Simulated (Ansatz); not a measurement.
Gas-phase electronic energies from Ansatz, PBE0-D4/def2-TZVP geometries. CCSD(T)/CBS is the MP2 limit (def2-TZVPP, def2-QZVPP) plus CCSD(T) − MP2 in def2-TZVPP, frozen cores. This one scheme is used for every species. DFT in def2-TZVPP. Each species was taken in one conformer, which may not be the lowest.

Reaction (hydrogenolysis of a B–F bond): `O[B](F)[AlH][F]` + H₂ → `O[BH][AlH][F]` + H–F

`O[B](F)[AlH][F]`:

```xyz
7

O    -1.407    0.023    1.184
B    -0.087   -0.167    0.968
F     0.628   -0.493    2.042
Al    0.804    0.043   -0.980
F    -0.334    0.460   -2.115
H    -1.894    0.257    0.391
H     2.290   -0.123   -1.490
```

H₂:

```xyz
2

H    -0.207   -0.058   -0.305
H     0.207    0.058    0.305
```

`O[BH][AlH][F]`:

Cartesian coordinates in Å:
```
O -1.318 0.728 0.842
B -0.119 0.735 0.210
Al 0.661 -1.139 -0.488
F 0.693 -1.380 -2.130
H -1.614 1.600 1.124
H 0.443 1.797 0.076
H 1.254 -2.340 0.365
```

H–F:

Cartesian coordinates in Å:
```
F -0.029 0.254 -0.383
H 0.029 -0.254 0.383
```

```
             level  ΔE (kJ/mol)  difference from CCSD(T)/CBS
            B2PLYP        141.7                          6.7
               PBE        140.3                          5.3
            revPBE        136.4                          1.4
            r2SCAN        151.1                         16.1
     CCSD/def2-SVP        143.6                          8.6
  CCSD(T)/def2-SVP        146.6                         11.6
    MP2/def2-QZVPP        138.6                          3.6
SCS-MP2/def2-QZVPP        136.5                          1.5
     MP2/CBS(def2)        137.6                          2.6
    CCSD/CBS(def2)        132.3                         -2.7
       CCSD(T)/CBS        135.0                            0
```

Largest T1 diagnostic among the species: 0.014.

Leaving LDA and LC-ωPBE aside and taking each functional with its dispersion term where it has one, the values, not all of them listed here, spread over 14.2 kJ/mol, from PBE-QIDH to r2SCAN-D4. LDA lies +9.2 kJ/mol from PBE without D4. From PBE to PBE0 (25 % exact exchange), in def2-TZVPP and without D4, ΔE moves by −4.1 kJ/mol. At CCSD(T), def2-SVP lies +11.5 kJ/mol from the extrapolated value and def2-TZVPP +2.4 kJ/mol.
